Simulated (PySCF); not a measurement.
A geometry optimisation on [PtBr6]2- (`[Br][Pt-2]([Br])([Br])([Br])([Br])[Br]`).

Method: PBE0-D3(BJ)/def2-SVP geometry optimisation, gas phase, def2 core potentials past Kr (PySCF 2.14.0). Start geometry: GFN2-xTB. A driver script takes a list of jobs; this job's settings line and coordinates (Å) are shown.

Command:
```bash
OMP_NUM_THREADS=1 python probes_run.py task.json out
```

Input:
```
{"job": {"xc": "PBE0", "basis": "def2-SVP", "d3": "d3bj", "grid": 1, "maxiter": 40, "shake": 0.03, "kind": "geom"}, "charge": -2, "multiplicity": 1}
Pt     0.061690    -0.077250     0.011750
Br    -0.037860    -0.022990     2.545830
Br    -0.040010     0.003100    -2.578050
Br     2.652280     0.013070     0.007850
Br    -2.560710    -0.025600    -0.050090
Br    -0.017550     2.566390     0.003590
Br     0.034020    -2.558740    -0.009440
```

Output:
```
step   0  E = -15560.89601727  max force = 0.025391
step   1  E = -15560.90382945  max force = 0.008775
step   2  E = -15560.90456509  max force = 0.002912
step   3  E = -15560.90448678  max force = 0.001557
step   4  E = -15560.90469068  max force = 0.000923
step   5  E = -15560.90472723  max force = 0.000146
step   6  E = -15560.90472904  max force = 0.000121
optimisation converged
```

Energies in Eh; «max force» is the largest Cartesian gradient component in Eh/bohr.

Give the first gradient maximum in eV/Å.

With 1 Eh/bohr = 51.422 eV/Å, 1.306 eV/Å.

In short: final energy -15560.90473 Eh after 6 steps.

The ion is multiply charged and computed in the gas phase, without counter-ions or solvent; whether it holds all its electrons wasn't checked.

On Intel Xeon at 2.50 GHz, one thread, no GPU, shared host, this took 21 min wall, 17 min CPU and 2.1 GiB of memory at its peak.
Labels such as C1 count atoms from 1, the log's own numbers from 0.
